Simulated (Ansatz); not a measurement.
Species: NaF, net charge 0, singlet state. SMILES: [F][Na]
Structure (B3LYP-D3(BJ)/def2-TZVP (Ansatz, a quantum-chemistry and plane-wave program) minimum search):
```xyz
2

Na     0.0000     0.0000    -0.8672
F      0.0000     0.0000     1.0599
```

Property: vertical triplet-singlet gap, E(triplet) - E(singlet), in eV. Set-up: each state is the SCF solution reached for its charge and spin; UHF or UKS for open shells; 6-311+G** with 5d, 6d on Na to Ar in Ansatz; no spin-orbit coupling; 6-31G* and kin with 6d, 5d where marked; non-relativistic. First-principles rows: single points at B3LYP-D3(BJ) geometries (Ansatz). Levels can end on unlike triplets.

| level | program | vertical triplet-singlet gap, E(triplet) - E(singlet) (eV) |
|---|---|---|
| B3LYP/STO-3G | Ansatz | 6.19 |
| B3LYP/3-21G | Ansatz | 3.92 |
| B3LYP/6-31G* | Ansatz | 4.78 |
| B3LYP/6-311+G** | Ansatz | 5.40 |
| B3LYP/def2-TZVPD | Ansatz | 5.42 |

No value to compare with is used here. The 4 habitual levels span 3.92 (B3LYP/3-21G) to 6.19 eV (B3LYP/STO-3G); B3LYP/def2-TZVPD gives 5.42.

The sets are all those run for this method; runs whose electronic state is in doubt are left out.
